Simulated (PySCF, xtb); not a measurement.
B(Cl)(OMe)(SH) (CH4BClOS), SMILES COB(S)Cl.

GFN2-xTB (xtb 6.7.1) at its own geometry gives an orbital gap of 5.01 eV and a dipole moment of 2.09 D.

The structure is a stationary point at r2SCAN-D4/def2-SVP. Other conformers were not sampled.

**Question.** What does PySCF with PBE/def2-TZVP give? (Estimate from the structure and the level; the computed values follow.)

**Answer.** gap 5.70 eV (levels -6.71 and -1.01 eV), dipole 1.75 D.
